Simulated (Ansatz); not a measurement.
The same molecule with X = O, S, Se. Ansatz, PBE0-D4/def2-TZVP geometries, multiplicity 1. Each molecule was computed in one conformer, which needn't be the lowest.

Scalar relativity is left out up to krypton.

| X | molecule | mean X–B bond length / Å | mean X–H bond length / Å | HOMO energy (PBE/def2-TZVPP) / eV | zero-point energy (PBE0-D4/def2-TZVP) / kJ/mol | size of the dipole moment (ωB97M-V/def2-TZVPP) / D |
| --- | --- | --- | --- | --- | --- | --- |
| S | `NBS` | 1.816 | 1.339 | -5.96 | 131.0 | 1.68 |
| Se | `NB[SeH]` | 1.956 | 1.464 | -5.68 | 127.4 | 2.01 |

(1) Give the row for X = O, `NBO`. (An estimate is asked.)

## Answers

(1) Computed: 
```
X  molecule  mean X–B bond length / Å  mean X–H bond length / Å  HOMO energy (PBE/def2-TZVPP) / eV  zero-point energy (PBE0-D4/def2-TZVP) / kJ/mol  size of the dipole moment (ωB97M-V/def2-TZVPP) / D
O     `NBO`                     1.371                     0.957                              -6.31                                           144.0                                                0.61
```

From O to Se the mean X–B bond length rises at each step, by 0.585 Å in all; the mean X–H bond length rises at each step, by 0.507 Å in all; the HOMO energy (PBE/def2-TZVPP) rises at each step, by 0.63 eV in all; the zero-point energy (PBE0-D4/def2-TZVP) falls at each step, by 16.6 kJ/mol in all. Bonds lengthen as the atom grows down the group. Dipoles are sizes alone, and their direction can turn along the series.

Spin–orbit coupling is left out; it splits and shifts lone-pair levels of the heavy atoms by tenths of an eV.
